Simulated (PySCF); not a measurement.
## Computed properties of CH6GeO, SMILES [GeH3][O]C

Ge(H)3(OMe) (CH6GeO), SMILES C[O][GeH3]. The structure is a stationary point at ωB97X-D3(BJ)/def2-SVP. The values are those of a single conformer. All values are computed for the isolated molecule unless a solvent is named; none is compared with measurement here.

**Structure.** The optimised structure has Cs symmetry. All 21 harmonic modes at ωB97X-D3(BJ)/def2-SVP (PySCF) are real, so it is a minimum. With heavy atoms numbered as in [GeH3:1][O:2][CH3:3], the shortest bond between them is O2–C3 at 1.405 Å and the longest Ge1–O2 at 1.781 Å.

**Vibrations.** The strongest infrared lines (harmonic, unscaled, degenerate partners summed) lie at 880 cm⁻¹ (188 km/mol, H 96 %), 2167 cm⁻¹ (164 km/mol, H 98 %), 1165 cm⁻¹ (154 km/mol, O 45 %, C 38 %, H 17 %). The softest mode is at 122 cm⁻¹ and the zero-point energy is 41.3 kcal/mol.

**Electronic structure.** PBE0/def2-TZVPD (PySCF) places the frontier levels at -7.79 and -0.02 eV, a gap of 7.77 eV, and gives a dipole moment of 1.12 D and a mean polarisability of 50.2 bohr³.

**Excitations.** TDA-PBE0/def2-SVPD (PySCF) has S1 at 6.42 eV (193 nm, f = 0.000, dark); the most intense of the 10 singlets computed lies at 8.53 eV (f = 0.07). T1 (TDA) is at 6.03 eV, 0.39 eV under S1. No vertical singlet excitation falls in the visible range (under 3.1 eV).

**NMR.** GIAO shifts at KT2/pcSseg-1 (PySCF) (non-relativistic, atoms alike by connectivity averaged): ¹³C at 61.4 ppm against TMS; ¹H from 4.0 to 5.2 ppm against TMS.
